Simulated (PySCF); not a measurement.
HP, SMILES [PH], multiplicity 3. Atoms are numbered in the order given.

```xyz
2

P      0.0000     0.0000    -0.0892
H      0.0000     0.0000     1.3386
```
Charge 0, spin multiplicity 3.

The structure is a stationary point at PBE0-D3(BJ)/def2-TZVPD.

Level of theory: PBE0-D3(BJ)/def2-TZVPD (PySCF 2.14.0).

Frequencies are harmonic and unscaled.

| mode | ν (cm⁻¹) | IR (km/mol) | moving atoms (share of kinetic energy) |
|---|---|---|---|
| 1 | 2375 | 64.4 | H 97 % |
